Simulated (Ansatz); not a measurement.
System: CH4FSi, net charge 0, doublet state. It need not be the lowest isomer of its formula. 
Structure (B3LYP-D3(BJ)/def2-TZVP (Ansatz, an electronic-structure program) minimum search):
```
Si
F 1 1.6092
H 1 1.4783 2 108.30
H 1 1.4811 3 110.09 2 -115.78
C 1 1.8328 3 110.60 4 -124.06
H 5 1.0842 1 122.58 3 19.91
H 5 1.0846 6 114.75 1 -178.32
```
Charge 0, spin multiplicity 2.

Property: atomisation energy (electronic, to ground-state atoms), in kJ/mol. Valence correlation only, unless marked. UHF or UKS for open shells. No spin-orbit coupling. No relativistic terms. The coupled-cluster limit lacks core correlation, which all-electron functionals hold. Basis-set limits of correlation are two-point, X^-3; Hartree-Fock from the larger set.

```csv
level,program,atomisation energy (kJ/mol)
B3LYP-D3(BJ)/def2-TZVPD,Ansatz + dftd3,?
B2PLYP-D4/def2-TZVPD,Ansatz + dftd4,2398.6
"CCSD(T)/CBS(cc-pV(T+d)Z,cc-pV(Q+d)Z)",Ansatz,?
```

Problem. Some entries are withheld; supply them.

Solution. 
- B3LYP-D3(BJ)/def2-TZVPD, atomisation energy (kJ/mol): 2422.5
- CCSD(T)/CBS(cc-pV(T+d)Z,cc-pV(Q+d)Z), atomisation energy (kJ/mol): 2430.1
